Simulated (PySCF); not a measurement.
**How methods differ on the ionisation energy of Li⁺**

Li⁺ 1s2 (1S) → Li²⁺ 1s1 (2S), as a difference of total energies. All numbers are calculated (PySCF 2.14, the spin-free X2C one-electron Hamiltonian (Gaussian nucleus), in Sapporo-DZP-2012). Correlated levels: valence: nothing frozen. The calculations carry no spin-orbit coupling.

```json
{"method": "UHF", "ionisation energy (eV)": "74.468"}
{"method": "PBE0", "ionisation energy (eV)": "75.394"}
{"method": "MN15", "ionisation energy (eV)": "76.043"}
{"method": "MP2 (valence)", "ionisation energy (eV)": "75.320"}
{"method": "SCS-MP2 (valence)", "ionisation energy (eV)": "75.490"}
{"method": "CCSD (valence)", "ionisation energy (eV)": "75.452"}
```

Question: How much does correlation contribute at MP2 (valence)?

Answer: 75.320 − (74.468) = 0.852 eV, measured against UHF.

Errors of the correlated levels include the incompleteness of this basis.

With two correlated electrons CCSD is exact in that space.

For comparison: 75.640 eV (theoretical estimate listed by NIST; NIST Atomic Spectra Database, ionization energies).
